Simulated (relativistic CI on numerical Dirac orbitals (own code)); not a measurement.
# Electric-dipole transitions in Eu XXXIX

These numbers are calculated, not measured: Dirac-Coulomb-Breit CI, KLI orbitals optimised for each configuration, model QED (radiative potential, 1s self-energy scaled to tabulated hydrogen-like ionisation energies), unscaled Slater integrals (own radial code, finite nucleus).

Configurations in the expansion (outside the closed core [Ne]): 3s²3p⁶3d⁷, 3s²3p⁵3d⁸, 3s²3p⁴3d⁹, 3s3p⁶3d⁸, 3p⁶3d⁹, 3s3p⁵3d⁹, 3s²3p⁶3d⁶4s, 3s²3p⁶3d⁶4p, 3s²3p⁴3d⁸4s, 3s²3p⁶3d⁶4d, 3s²3p⁴3d⁸4p, 3s²3p⁵3d⁷4s, 3s²3p⁶3d⁶4f, 3s²3p⁴3d⁸4d, 3s3p⁵3d⁸4s, 3s²3p⁵3d⁷4p, 3s3p⁵3d⁸4p, 3s²3p⁶3d⁵4s², 3s²3p⁵3d⁷4d, 3s3p⁵3d⁸4d, 3s3p⁶3d⁷4s, 3p⁶3d⁸4s, 3s²3p⁶3d⁵4s4p, 3s²3p⁶3d⁶5s, 3s²3p⁵3d⁷4f, 3p⁶3d⁸4p, 3s3p⁶3d⁷4p, 3s²3p⁶3d⁵4p², 3s²3p⁶3d⁶5p, 3p⁶3d⁸4d, 3s²3p⁶3d⁶5d, 3s²3p⁵3d⁶4s², 3s²3p⁶3d⁶5f, 3s3p⁶3d⁶4s², 3s²3p⁵3d⁷5s, 3s²3p⁶3d⁶6s. Levels of other configurations are missing.

```csv
λ vac (nm),Lower,Upper,A (s⁻¹),log gf,S velocity/length
1.0054,3s²3p⁶3d⁷ ²G9/2 [5],3s²3p⁶3d⁶4p ²F°7/2 [275],4.25e+12,-0.29,1.00
1.0078,3s²3p⁶3d⁷ ⁴F9/2 [1],3s²3p⁶3d⁶4p ⁴D°7/2 [221],3.36e+12,-0.39,0.99
1.0106,3s²3p⁶3d⁷ ⁴F9/2 [1],3s²3p⁶3d⁶4p ⁴F°9/2 [213],3.28e+12,-0.30,0.98
1.0122,3s²3p⁶3d⁷ ²H11/2 [9],3s²3p⁶3d⁶4p ²H°11/2 [271],5.35e+12,-0.01,0.97
1.0203,3s²3p⁶3d⁷ ⁴F9/2 [1],3s²3p⁶3d⁶4p ⁴G°11/2 [203],3.39e+12,-0.20,0.95
2.7451,3s²3p⁶3d⁷ ²H9/2 [16],3s²3p⁵3d⁸ ²F°7/2 [61],2.00e+12,0.26,0.91
2.7772,3s²3p⁶3d⁷ ²G9/2 [5],3s²3p⁵3d⁸ ²G°9/2 [51],5.92e+11,-0.16,0.94
2.7881,3s²3p⁶3d⁷ ²F7/2 [17],3s²3p⁵3d⁸ ²D°5/2 [60],1.54e+12,0.03,0.91
2.8068,3s²3p⁶3d⁷ ⁴F7/2 [4],3s²3p⁵3d⁸ ⁴D°7/2 [49],6.11e+11,-0.24,0.94
2.8165,3s²3p⁶3d⁷ ²G7/2 [10],3s²3p⁵3d⁸ ²F°5/2 [52],1.68e+12,0.08,0.91
2.8197,3s²3p⁶3d⁷ ²H11/2 [9],3s²3p⁵3d⁸ ²G°9/2 [51],2.22e+12,0.42,0.90
2.8491,3s²3p⁶3d⁷ ²G9/2 [5],3s²3p⁵3d⁸ ⁴D°7/2 [49],8.62e+11,-0.08,0.91
2.8495,3s²3p⁵3d⁸ ²H°11/2 [35],3s²3p⁴3d⁹ ²G9/2 [93],2.09e+12,0.41,0.70
2.8673,3s²3p⁶3d⁷ ⁴P5/2 [7],3s²3p⁵3d⁸ ⁴D°7/2 [49],6.79e+11,-0.17,0.98
2.8842,3s²3p⁶3d⁷ ²H9/2 [16],3s²3p⁵3d⁸ ²H°9/2 [58],8.41e+11,0.02,0.93
3.6601,3s²3p⁵3d⁸ ⁴G°11/2 [20],3s3p⁶3d⁸ ⁴F9/2 [68],1.30e+12,0.42,0.66
3.6788,3s²3p⁶3d⁷ ⁴F9/2 [1],3s²3p⁵3d⁸ ⁴D°7/2 [26],1.16e+12,0.27,0.90
3.6932,3s²3p⁶3d⁷ ²G9/2 [5],3s²3p⁵3d⁸ ²F°7/2 [40],9.73e+11,0.20,0.88
3.7056,3s²3p⁶3d⁷ ⁴F7/2 [4],3s²3p⁵3d⁸ ⁴D°5/2 [37],7.60e+11,-0.03,0.90
3.7408,3s²3p⁶3d⁷ ⁴P5/2 [7],3s²3p⁵3d⁸ ⁴S°3/2 [38],1.02e+12,-0.07,0.93
3.7594,3s²3p⁶3d⁷ ²D5/2 [3],3s²3p⁵3d⁸ ²P°3/2 [30],8.52e+11,-0.14,0.92
3.7752,3s²3p⁶3d⁷ ²H11/2 [9],3s²3p⁵3d⁸ ²G°9/2 [39],7.54e+11,0.21,0.87
3.8033,3s²3p⁵3d⁸ ⁴D°7/2 [26],3s²3p⁴3d⁹ ⁴D5/2 [73],1.39e+12,0.26,0.67
3.8167,3s²3p⁶3d⁷ ²D5/2 [3],3s²3p⁵3d⁸ ²D°5/2 [28],5.88e+11,-0.11,0.95
3.8429,3s²3p⁶3d⁷ ²H9/2 [16],3s²3p⁵3d⁸ ²G°7/2 [45],5.78e+11,0.01,0.87
3.8873,3s²3p⁶3d⁷ ⁴F9/2 [1],3s²3p⁵3d⁸ ⁴F°9/2 [23],6.45e+11,0.16,0.93
3.9167,3s²3p⁶3d⁷ ²H11/2 [9],3s²3p⁵3d⁸ ²H°11/2 [35],2.97e+11,-0.09,0.91
3.9337,3s²3p⁶3d⁷ ⁴F7/2 [4],3s²3p⁵3d⁸ ⁴D°7/2 [29],2.84e+11,-0.28,0.92
3.9440,3s²3p⁵3d⁸ ⁴F°9/2 [23],3s²3p⁴3d⁹ ⁴F9/2 [66],9.22e+11,0.33,0.69
3.9585,3s²3p⁶3d⁷ ²G7/2 [10],3s²3p⁵3d⁸ ²G°7/2 [36],4.97e+11,-0.03,0.93
```

Terms are leading LS components. Brackets give the number of a level in order of energy, since labels repeat. The list gives strong lines, with weight on those to low levels, among the lowest 400 of 9866 levels, so that lines to higher ones, which can be the strongest, are missing. Levels whose partners in the same complex of configurations lie outside the list can be far off, and so can their lines. Rates are taken at the computed energies, electric ones in the length gauge. A velocity-to-length ratio far from 1 marks an uncertain rate.

At this charge energies of transitions that change n are usually good to better than 1 %, and those within a shell (Δn = 0) to a few per cent. Terms inside the open d or f shell come out 10 to 20 % too wide with unscaled integrals.

LS names give the leading component of a level, which can be under half, so a name can repeat, a term be missing and a line seem to break the LS rules.
